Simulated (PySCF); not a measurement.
Symmetry of computed structures. Level of theory: PBE0-D3(BJ)/def2-SVP geometry optimisation, gas phase in PySCF. The symmetry is that of the one conformer found, every atom within 0.08 Å of its image; none is proved a minimum here.

Question: What symmetry has `[Al][Cl]` (aluminum monochloride) [triplet]?

Answer: C∞v; linear; symmetry number 1; dipole 2.00 D, along the axis.

Question: Al(NH3)H3, `[H][Al]([H])([H])<-[NH3]`: symmetry, top, dipole?

Answer: C3v; prolate symmetric top; symmetry number 3; 6 operations, which sort the 8 atoms into 4 sets; dipole 5.74 D, along the axis; A, B, C = 48869, 8915, 8914 MHz.

Question: `[F][V]([F])([F])=[Se]` (VSeF3): symmetry, top, dipole?

Answer: C3v; prolate symmetric top; symmetry number 3; 6 operations, which sort the 5 atoms into 3 sets; dipole 0.71 D, along the axis.

Question: What symmetry has `[SH:1][c:2]1[cH:3][cH:4][cH:5][c:6]([Cl:7])[cH:8]1` with H–S1–C2–C3 180°?

Answer: Cs; asymmetric top; symmetry number 1; 2 operations, which sort the 13 atoms into 13 sets; dipole 0.51 D, in the ab plane, which is the mirror; A, B, C = 2838, 863.8, 662.2 MHz.

Question: hydrogen diatomic, `[H][H]`: symmetry, top, dipole?

Answer: D∞h; linear; symmetry number 2; dipole forbidden by symmetry (computed 0.00 D).

Question: Cu(NH3)Br (`[NH3]->[Cu][Br]`): symmetry, top, dipole?

Answer: C3v; prolate symmetric top; symmetry number 3; 6 operations, which sort the 6 atoms into 4 sets; dipole 9.35 D, along the axis.

Question: `[SH:1][c:2]1[cH:3][cH:4][c:5]([Cl:6])[cH:7][cH:8]1` with H–S1–C2–C3 0° (4-chlorothiophenol): symmetry, top, dipole?

Answer: Cs; near-prolate asymmetric top; symmetry number 1; 2 operations, which sort the 13 atoms into 13 sets; dipole 1.37 D, in the ab plane, which is the mirror; A, B, C = 5589, 674.0, 601.5 MHz; heavy atoms equivalent by symmetry: none.
